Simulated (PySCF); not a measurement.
C₂H₄GeN₂. Atoms are numbered in the order given.

```xyz
9

N      2.6923    -0.8928    -0.7956
C      2.0646    -0.0273    -0.3307
N      1.4746     1.0387     0.2148
C      0.2144     1.1141     0.4418
Ge    -1.1905    -0.2483     0.0778
H     -0.1160     2.0624     0.8980
H     -1.8182    -0.6219     1.4329
H     -2.2507     0.4270    -0.8107
H     -0.5599    -1.4637    -0.6105
```

Coordinates come from a B3LYP-D3(BJ)/def2-SVP optimisation. The structure was generated by enumeration; whether it is a known compound was not checked.

These are B3LYP-D3(BJ)/def2-SVP in PySCF 2.14.0 values and carry that method's errors.

Frequencies are harmonic and unscaled.

A small imaginary wavenumber (i) marks a very flat motion, where grid noise or a shallow saddle decides the sign.

```csv
mode,ν (cm⁻¹),IR (km/mol),moving atoms (share of kinetic energy)
1,28i,0.4,H 94 %
2,112,3.3,"N 62 %, Ge 23 %, C 12 %"
3,266,0.1,"C 42 %, N 37 %, H 20 %"
4,299,3.4,"N 38 %, C 36 %, H 15 %, Ge 11 %"
5,457,18.6,"H 57 %, C 27 %, N 15 %"
6,479,13.0,"H 56 %, C 25 %, Ge 12 %"
7,581,10.2,"C 63 %, N 20 %, H 13 %"
8,633,7.0,"C 40 %, H 34 %, N 23 %"
9,729,19.3,"C 54 %, H 27 %, N 16 %"
10,808,147.8,H 97 %
11,864,43.3,H 94 %
12,881,25.4,H 98 %
13,915,2.1,"H 79 %, C 20 %"
14,979,7.7,"N 67 %, C 23 %, H 10 %"
15,1364,19.2,"H 80 %, C 11 %, N 10 %"
16,1689,60.2,"N 51 %, C 48 %"
17,2143,60.8,H 99 %
18,2147,91.1,H 98 %
19,2185,46.1,H 99 %
20,2320,40.0,"C 63 %, N 37 %"
21,3081,11.1,"H 92 %, C 8 %"
```
